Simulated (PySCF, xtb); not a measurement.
C2H6BF2N, SMILES CCNB(F)F.

GFN2-xTB (xtb) at its own geometry gives an orbital gap of 6.77 eV and a dipole moment of 3.75 D.

Coordinates come from a PBE0-D3(BJ)/def2-SVP optimisation. This is a generated structure with no PubChem entry under its InChIKey; it may be hypothetical. One conformer was computed; it need not be the lowest.

Question: What does B3LYP/def2-TZVP (PySCF) give? (Estimate from the structure and the level; the computed values follow.)

Answer: gap 7.96 eV (levels -7.57 and 0.40 eV), dipole 2.78 D.
